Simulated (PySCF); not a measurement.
H4O3SSi, SMILES O[Si](O)(S)O. Geometry optimised at B3LYP-D3(BJ)/def2-SVP. One conformer was computed; it need not be the lowest.

All values below come from PySCF with B3LYP-D3(BJ)/def2-SVP.

Harmonic wavenumbers (cm⁻¹): 124, 184, 210, 247, 260, 310, 327, 331, 368, 521, 723, 799, 814, 818, 866, 963, 988, 2682, 3853, 3872, 3878. Rotational constants (GHz): 3.898, 2.365, 2.233; symmetry number 1.

Question: Work out the zero-point energy and the ideal-gas rigid-rotor harmonic-oscillator thermochemistry at 298.15 K and 1 atm.

Answer: ZPE = ½ Σ hcν = ½ × 23138 cm⁻¹ = 33.08 kcal/mol. H − E(el) = 38.58 kcal/mol. Entropy in cal/(mol K): translation 40.06, rotation 27.15, vibration 17.62, total 84.83. G − E(el) = 13.29 kcal/mol. Cp = 28.76 cal/(mol K). Modes under 150 cm⁻¹ make the vibrational entropy uncertain.
